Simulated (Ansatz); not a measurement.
Ansatz (a first-principles code) input:

Ansatz 0.2 input:
```yaml
crystal:
  periodic: [false, false, false]
  atoms:
    - {symbol: Os, position_ang: [-0.00000000, -0.00000000, -0.38114701]}
    - {symbol: O, position_ang: [0.00000000, 0.00000000, 2.56525717]}
    - {symbol: C, position_ang: [0.00000000, 0.00000000, 1.40751920]}
basis:
  gaussian:
    orbitals: def2-TZVP
hamiltonian:
  xc: {name: SVWN5}
magnetization: {spin_polarized: true, initial_magnetization: 2}
relax: {f_tol: 0.003, max_steps: 100}
```

Problem. Which total energy does the run end on?

Solution. -203.00516 Eh (SVWN5/def2-TZVP). The basis has 102 functions.

The spin state was set by rule; other spins were not relaxed.
